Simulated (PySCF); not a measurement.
Al(F)(Cl)(OEt) (C₂H₅AlClFO), SMILES CC[O][Al]([F])[Cl].

Coordinates come from a B3LYP-D3(BJ)/def2-SVP optimisation. The values are those of a single conformer.

All values below come from B3LYP-D3(BJ)/def2-SVP (PySCF).

Frequencies are harmonic and unscaled.

```
mode  ν (cm⁻¹)  IR (km/mol)    moving atoms (share of kinetic energy)
----  --------  -----------  ----------------------------------------
1           27          0.1           C 37 %, H 29 %, F 14 %, Cl 11 %
2           67          0.7            C 33 %, O 24 %, H 16 %, F 15 %
3           81          2.6    H 33 %, C 19 %, O 18 %, F 14 %, Cl 9 %
4          175         11.8  Cl 28 %, F 25 %, Al 15 %, C 15 %, O 13 %
5          234         25.4  F 33 %, Cl 20 %, O 14 %, H 13 %, Al 13 %
6          255         58.8                   Al 60 %, H 15 %, F 11 %
7          298         15.4                            H 67 %, O 15 %
8          453         14.9                    O 38 %, C 31 %, H 27 %
9          491         53.7          Cl 36 %, O 22 %, F 19 %, Al 16 %
10         740         84.7           Al 49 %, C 20 %, O 11 %, H 10 %
11         811          0.4                                    H 92 %
12         890        106.0            F 40 %, Al 37 %, H 10 %, C 9 %
13         955         40.7                   H 37 %, C 34 %, Al 15 %
14        1103         14.6                            C 54 %, H 43 %
15        1173         13.2                            H 59 %, C 37 %
16        1221        391.2                     O 49 %, C 38 %, H 8 %
17        1305          9.9                                    H 91 %
18        1382          1.2                            H 81 %, C 18 %
19        1414         27.9                            H 74 %, C 24 %
20        1460          6.6                                    H 97 %
21        1475          0.8                                    H 96 %
22        1505          1.1                                    H 92 %
23        3006         69.1                                    H 94 %
24        3024         10.3                                    H 97 %
25        3054         29.7                             H 91 %, C 9 %
26        3111         27.5                            H 90 %, C 10 %
27        3115         25.4                             H 91 %, C 9 %
```
